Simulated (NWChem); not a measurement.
System: ReO4 anion; SMILES [O]=[Re-](=[O])(=[O])=[O]

Input file for NWChem:

```
start job
memory heap 200 mb stack 900 mb global 1100 mb
charge -1
geometry units angstroms noautoz
  Re    -0.000006     0.000002     0.000002
  O      0.658754    -1.253142     1.019282
  O     -0.722678     1.238122     0.994026
  O      1.276824     0.698257    -0.961975
  O     -1.212893    -0.683239    -1.051352
end
basis spherical
  * library def2-svpd
end
ecp
  Re library def2-ecp
end
dft
  xc b3lyp
  iterations 150
  mulliken
end
task dft energy
```

Excerpt of the output:

```
             Northwest Computational Chemistry Package (NWChem) 7.3.0
             --------------------------------------------------------

 C1  symmetry detected

                             Geometry "geometry" -> ""
                             -------------------------

 Output coordinates in angstroms (scale by  1.889725989 to convert to a.u.)

  No.       Tag          Charge          X              Y              Z
 ---- ---------------- ---------- -------------- -------------- --------------
    1 Re                  75.0000     0.00000057     0.00000230    -0.00000209
    2 O                    8.0000    -1.70545332     0.34825412     0.11581701
    3 O                    8.0000     0.87170359     1.47100112    -0.34579971
    4 O                    8.0000     0.56122988    -0.66697679     1.51109526
    5 O                    8.0000     0.27251454    -1.15230005    -1.28109295

 Effective nuclear repulsion energy (a.u.)     799.3496789216

                                 NWChem DFT Module
                                 -----------------

 Summary of "ao basis" -> "ao basis" (spherical)
 ------------------------------------------------------------------------------
       Tag                 Description            Shells   Functions and Types
 ---------------- ------------------------------  ------  ---------------------
 Re                        def2-svpd                13       35   6s4p2d1f
 O                         def2-svpd                 9       23   4s3p2d

            General Information
            -------------------
          SCF calculation type: DFT
          Wavefunction type:  closed shell.
          No. of atoms     :     5
          No. of electrons :    48
           Alpha electrons :    24
            Beta electrons :    24
          Charge           :    -1
          Spin multiplicity:     1
          Use of symmetry is: off; symmetry adaption is: off
          Maximum number of iterations: 150
          AO basis - number of functions:   127
                     number of shells:    49
          Convergence on energy requested:  1.00D-06
          Convergence on density requested:  1.00D-05
          Convergence on gradient requested:  5.00D-04

              XC Information
              --------------
                         B3LYP Method XC Potential
                     Hartree-Fock (Exact) Exchange  0.200
                        Slater Exchange Functional  0.800 local
                    Becke 1988 Exchange Functional  0.720 non-local
              Lee-Yang-Parr Correlation Functional  0.810
                  VWN I RPA Correlation Functional  0.190 local

             Grid Information
             ----------------
          Grid used for XC integration:  medium
          Radial quadrature: Mura-Knowles
          Angular quadrature: Lebedev.
          Tag              B.-S. Rad. Rad. Pts. Rad. Cut. Ang. Pts.
          ---              ---------- --------- --------- ---------
          Re                  1.35      123          10.0       590
          O                   0.60       49          11.0       434
          Grid pruning is: on
          Number of quadrature shells:   319
          Spatial weights used:  Erf1

      Superposition of Atomic Density Guess
      -------------------------------------

 Sum of atomic energies:        -384.58638055

 Renormalizing density from      47.00 to     48

      Non-variational initial energy
      ------------------------------

 Total energy =    -380.245285
 1-e energy   =    -996.304723
 2-e energy   =     399.124723
 HOMO         =      -0.150597
 LUMO         =       0.184988

     ---------------------------------------------
      Total Density - Mulliken Population Analysis
     ---------------------------------------------

    Atom       Charge   Shell Charges
 -----------   ------   -------------------------------------------------------
    1 Re  15    10.29   0.05 -0.37  1.81  0.55  0.19  0.10  5.46  0.56 -0.11 -0.27  2.13  0.06  0.15
    2 O    8     9.43   1.99  1.10  0.82  0.04  2.95  2.21  0.29  0.00  0.02
    3 O    8     9.43   1.99  1.10  0.82  0.04  2.95  2.21  0.29  0.00  0.02
    4 O    8     9.43   1.99  1.10  0.82  0.04  2.95  2.21  0.29  0.00  0.02
    5 O    8     9.43   1.99  1.10  0.82  0.04  2.95  2.21  0.29  0.00  0.02

   convergence    iter        energy       DeltaE   RMS-Dens  Diis-err
 ---------------- ----- ----------------- --------- --------- ---------
 d= 0,ls=0.0,diis     1   -378.4596779827 -5.95D+02  5.02D-02  6.51D+00
 d= 0,ls=0.0,diis     2   -373.1790697892  5.28D+00  3.75D-02  5.54D+01
 d= 0,ls=0.0,diis     3   -379.2218519560 -6.04D+00  2.95D-03  1.50D-01
 d= 0,ls=0.0,diis     4   -379.2308377500 -8.99D-03  1.15D-03  8.56D-02
 d= 0,ls=0.0,diis     5   -379.2387765273 -7.94D-03  1.20D-04  9.00D-04
  Resetting Diis
 d= 0,ls=0.0,diis     6   -379.2388610406 -8.45D-05  2.44D-05  2.35D-05
 d= 0,ls=0.0,diis     7   -379.2388622750 -1.23D-06  4.77D-05  8.43D-06
 d= 0,ls=0.0,diis     8   -379.2388526435  9.63D-06  3.71D-05  1.04D-04
 d= 0,ls=0.0,diis     9   -379.2388631284 -1.05D-05  3.83D-07  3.64D-09
 d= 0,ls=0.0,diis    10   -379.2388631288 -3.89D-10  9.43D-08  1.97D-10

         Total DFT energy =     -379.238863128808
      One electron energy =     -988.123709611499
           Coulomb energy =      434.863409346416
    Exchange-Corr. energy =      -42.913277858693
 Nuclear repulsion energy =      216.934714994968

 Numeric. integr. density =       47.999996461040

                       DFT Final Molecular Orbital Analysis
                       ------------------------------------

 Vector   22  Occ=2.000000D+00  E=-1.354846D-01
              MO Center=  3.6D-01,  4.5D-02, -2.8D-01, r^2= 3.4D+00
   Bfn.  Coefficient  Atom+Function         Bfn.  Coefficient  Atom+Function
  ----- ------------  ---------------      ----- ------------  ---------------
    65      0.372253  3 O  pz                68      0.261188  3 O  pz
   110      0.256613  5 O  py                87     -0.242726  4 O  py
   109      0.223562  5 O  px               111     -0.183267  5 O  pz
   113      0.180050  5 O  py                90     -0.170306  4 O  py
   112      0.156860  5 O  px                41     -0.137401  2 O  py

 Vector   23  Occ=2.000000D+00  E=-1.354840D-01
              MO Center= -2.1D-01, -4.8D-01,  2.3D-02, r^2= 3.3D+00
   Bfn.  Coefficient  Atom+Function         Bfn.  Coefficient  Atom+Function
  ----- ------------  ---------------      ----- ------------  ---------------
    42      0.328055  2 O  pz               109     -0.309912  5 O  px
    87     -0.247220  4 O  py                45      0.230177  2 O  pz
   112     -0.217447  5 O  px               111     -0.197193  5 O  pz
    86      0.193191  4 O  px                88     -0.180881  4 O  pz
    90     -0.173460  4 O  py               110      0.145928  5 O  py

 Vector   24  Occ=2.000000D+00  E=-1.354837D-01
              MO Center= -1.5D-01,  4.4D-01,  2.6D-01, r^2= 3.3D+00
   Bfn.  Coefficient  Atom+Function         Bfn.  Coefficient  Atom+Function
  ----- ------------  ---------------      ----- ------------  ---------------
    41      0.341001  2 O  py                63      0.332384  3 O  px
    86     -0.297842  4 O  px                44      0.239260  2 O  py
    66      0.233214  3 O  px                89     -0.208977  4 O  px
    42     -0.182867  2 O  pz                64     -0.172299  3 O  py
    45     -0.128307  2 O  pz                87     -0.123012  4 O  py

 Vector   25  Occ=0.000000D+00  E= 1.035310D-01
              MO Center= -8.6D-06, -9.6D-07,  1.1D-05, r^2= 2.6D+00
   Bfn.  Coefficient  Atom+Function         Bfn.  Coefficient  Atom+Function
  ----- ------------  ---------------      ----- ------------  ---------------
    22      0.710366  1 Re d  1              21      0.287084  1 Re d  0
    20     -0.263555  1 Re d -1              42     -0.228436  2 O  pz
    65      0.221225  3 O  pz                86      0.214978  4 O  px
   109     -0.188849  5 O  px                45     -0.186508  2 O  pz
    68      0.180620  3 O  pz                89      0.175521  4 O  px

 Vector   26  Occ=0.000000D+00  E= 1.035323D-01
              MO Center=  4.2D-06, -1.2D-05,  2.0D-06, r^2= 2.6D+00
   Bfn.  Coefficient  Atom+Function         Bfn.  Coefficient  Atom+Function
  ----- ------------  ---------------      ----- ------------  ---------------
    19      0.546795  1 Re d -2              23      0.451620  1 Re d  2
    21      0.348106  1 Re d  0              41      0.224363  2 O  py
    87     -0.203860  4 O  py                63     -0.198068  3 O  px
    20      0.192825  1 Re d -1              44      0.183183  2 O  py
    90     -0.166443  4 O  py                66     -0.161714  3 O  px

 Vector   27  Occ=0.000000D+00  E= 1.410345D-01
              MO Center= -4.3D-06, -3.7D-05,  6.9D-06, r^2= 1.2D+01
   Bfn.  Coefficient  Atom+Function         Bfn.  Coefficient  Atom+Function
  ----- ------------  ---------------      ----- ------------  ---------------
     6      4.700445  1 Re s                  5      1.541947  1 Re s
    39     -1.406227  2 O  s                 62     -1.406162  3 O  s
    85     -1.406250  4 O  s                108     -1.406226  5 O  s
    46     -0.486322  2 O  px                94      0.430911  4 O  pz
    70      0.419454  3 O  py               117     -0.365324  5 O  pz

     ---------------------------------------------
      Total Density - Mulliken Population Analysis
     ---------------------------------------------

    Atom       Charge   Shell Charges
 -----------   ------   -------------------------------------------------------
    1 Re  15    12.70   0.05 -0.39  1.95  0.46  0.28  0.02  5.66  0.41 -0.16 -0.03  4.06  0.18  0.22
    2 O    8     8.82   1.99  1.12  0.78  0.10  2.77  1.77  0.26  0.01  0.03
    3 O    8     8.83   1.99  1.12  0.78  0.10  2.77  1.77  0.26  0.01  0.03
    4 O    8     8.82   1.99  1.12  0.78  0.10  2.77  1.77  0.26  0.01  0.03
    5 O    8     8.83   1.99  1.12  0.78  0.10  2.77  1.77  0.26  0.01  0.03

     -------------------------------------------
      Total Density - Lowdin Population Analysis
     -------------------------------------------

    Atom       Charge   Shell Charges
 -----------   ------   -------------------------------------------------------
    1 Re  15    13.79   0.00  0.04  1.02  0.64  0.19  0.08  4.87  1.01  0.18  0.57  3.59  1.17  0.41
    2 O    8     8.55   1.98  0.94  0.59  0.13  2.64  1.77  0.31  0.01  0.18
    3 O    8     8.55   1.98  0.94  0.59  0.13  2.64  1.77  0.31  0.01  0.18
    4 O    8     8.55   1.98  0.94  0.59  0.13  2.64  1.77  0.31  0.01  0.18
    5 O    8     8.55   1.98  0.94  0.59  0.13  2.64  1.77  0.31  0.01  0.18

     Multipole analysis of the density
     ---------------------------------

     L   x y z        total         alpha         beta         nuclear
     -   - - -        -----         -----         ----         -------
     0   0 0 0     -1.000000    -24.000000    -24.000000     47.000000

     1   1 0 0     -0.000016      0.000024      0.000024     -0.000064
     1   0 1 0      0.000004      0.000132      0.000132     -0.000261
     1   0 0 1     -0.000002     -0.000120     -0.000120      0.000237

     2   2 0 0    -42.074009    -78.997968    -78.997968    115.921927
     2   1 1 0     -0.000055     -0.000027     -0.000027     -0.000000
     2   1 0 1      0.000024      0.000012      0.000012      0.000000
     2   0 2 0    -42.074264    -78.999486    -78.999486    115.924709
     2   0 1 1     -0.000012     -0.000006     -0.000006      0.000000
     2   0 0 2    -42.073858    -78.996717    -78.996717    115.919577
```

Level: B3LYP/def2-SVPD with def2 effective core potentials on Re. All runs use the structure optimised with B3LYP/def2-SVPD. Not confirmed as a minimum by frequencies. B3LYP is NWChem's, with the RPA form of VWN correlation. def2 effective core potentials on Re; no spin-orbit coupling.
